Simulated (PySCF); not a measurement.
**Magnetisability: SMILES C1CCC(=NN(CC)C2CCC2)C1, C₁₁H₂₀N₂**

Molfile (atoms numbered from 1):
```
C11H20N2
     RDKit          3D

 33 34  0  0  0  0  0  0  0  0999 V2000
   -0.7552    2.6304   -1.4484 C   0  0  0  0  0  0  0  0  0  0  0  0
   -0.8958    1.8573   -0.1372 C   0  0  0  0  0  0  0  0  0  0  0  0
   -0.9116    0.4228   -0.3633 N   0  0  0  0  0  0  0  0  0  0  0  0
    0.0694   -0.4294   -0.0818 N   0  0  0  0  0  0  0  0  0  0  0  0
    1.2914   -0.2382    0.1742 C   0  0  0  0  0  0  0  0  0  0  0  0
    2.1686   -1.4589    0.3592 C   0  0  0  0  0  0  0  0  0  0  0  0
    3.4642   -0.9127    0.9518 C   0  0  0  0  0  0  0  0  0  0  0  0
    3.5834    0.4696    0.3133 C   0  0  0  0  0  0  0  0  0  0  0  0
    2.1504    1.0036    0.3373 C   0  0  0  0  0  0  0  0  0  0  0  0
   -2.2081   -0.2020   -0.4560 C   0  0  0  0  0  0  0  0  0  0  0  0
   -2.2538   -1.6061   -1.0797 C   0  0  0  0  0  0  0  0  0  0  0  0
   -3.1405   -2.0800    0.0809 C   0  0  0  0  0  0  0  0  0  0  0  0
   -2.8171   -0.7872    0.8415 C   0  0  0  0  0  0  0  0  0  0  0  0
   -1.5884    2.4085   -2.1104 H   0  0  0  0  0  0  0  0  0  0  0  0
    0.1645    2.3510   -1.9566 H   0  0  0  0  0  0  0  0  0  0  0  0
   -0.7382    3.7000   -1.2538 H   0  0  0  0  0  0  0  0  0  0  0  0
   -1.8292    2.1431    0.3599 H   0  0  0  0  0  0  0  0  0  0  0  0
   -0.0756    2.1101    0.5340 H   0  0  0  0  0  0  0  0  0  0  0  0
    2.3584   -1.9158   -0.6159 H   0  0  0  0  0  0  0  0  0  0  0  0
    1.6874   -2.2076    0.9871 H   0  0  0  0  0  0  0  0  0  0  0  0
    4.3246   -1.5464    0.7401 H   0  0  0  0  0  0  0  0  0  0  0  0
    3.3670   -0.8130    2.0346 H   0  0  0  0  0  0  0  0  0  0  0  0
    4.2803    1.1201    0.8420 H   0  0  0  0  0  0  0  0  0  0  0  0
    3.9235    0.3679   -0.7191 H   0  0  0  0  0  0  0  0  0  0  0  0
    1.9526    1.4741    1.3059 H   0  0  0  0  0  0  0  0  0  0  0  0
    1.9749    1.7422   -0.4459 H   0  0  0  0  0  0  0  0  0  0  0  0
   -2.8817    0.4983   -0.9527 H   0  0  0  0  0  0  0  0  0  0  0  0
   -1.2669   -2.0595   -1.0671 H   0  0  0  0  0  0  0  0  0  0  0  0
   -2.6786   -1.6721   -2.0788 H   0  0  0  0  0  0  0  0  0  0  0  0
   -4.1909   -2.1547   -0.1930 H   0  0  0  0  0  0  0  0  0  0  0  0
   -2.8334   -3.0036    0.5653 H   0  0  0  0  0  0  0  0  0  0  0  0
   -3.6597   -0.2484    1.2705 H   0  0  0  0  0  0  0  0  0  0  0  0
   -2.0528   -0.9318    1.6017 H   0  0  0  0  0  0  0  0  0  0  0  0
  1  2  1  0
  2  3  1  0
  3  4  1  0
  4  5  2  3
  5  6  1  0
  6  7  1  0
  7  8  1  0
  8  9  1  0
  3 10  1  0
 10 11  1  0
 11 12  1  0
 12 13  1  0
  9  5  1  0
 13 10  1  0
  1 14  1  0
  1 15  1  0
  1 16  1  0
  2 17  1  0
  2 18  1  0
  6 19  1  0
  6 20  1  0
  7 21  1  0
  7 22  1  0
  8 23  1  0
  8 24  1  0
  9 25  1  0
  9 26  1  0
 10 27  1  0
 11 28  1  0
 11 29  1  0
 12 30  1  0
 12 31  1  0
 13 32  1  0
 13 33  1  0
M  END
```

Method used: GIAO KT3/pcSseg-1 magnetisability, rotational g tensor and spin-rotation constants, non-relativistic, gas phase (PySCF). Geometry: GFN2-xTB.

Q: How diamagnetic is it, and how anisotropic?

A: Isotropic -2038 × 10⁻³⁰ J/T², or -122.7 × 10⁻⁶ cm³/mol; principal values -2177, -2106, -1831 × 10⁻³⁰ J/T², anisotropy 317 × 10⁻³⁰ J/T² (root of half the summed squared differences of the principal values). The susceptibility is in cgs units.

Q: Split it along the inertial axes a, b, c into diamagnetic and paramagnetic parts about the centre of mass, with the quadrupole moment.

A: 
```
axis  χ (10⁻⁶ cm³/mol)  diamagnetic (10⁻⁶ cm³/mol)  paramagnetic (10⁻⁶ cm³/mol)  summed x² of all electrons (Å²)  quadrupole Θ (D Å)
   a            -113.1                     -1243.2                       1130.1                            572.8               +2.68
   b            -124.6                     -2684.9                       2560.3                            233.0               -0.10
   c            -130.4                     -3419.0                       3288.5                             60.0               -2.58
```
Anisotropies 2χaa − χbb − χcc = +28.7 and 2χbb − χaa − χcc = -5.6 × 10⁻⁶ cm³/mol. Θ is traceless in Buckingham's convention.

Q: And the rotational g tensor?

A: 
```csv
axis,rotational constant (GHz),g,nuclear part,electronic part
a,1.2099,-0.0175,0.6248,-0.6424
b,0.4927,-0.0041,0.5885,-0.5926
c,0.3829,-0.0019,0.5897,-0.5916
```
Asymmetric top; isotopes 12C, 1H, 14N; no vibrational averaging.
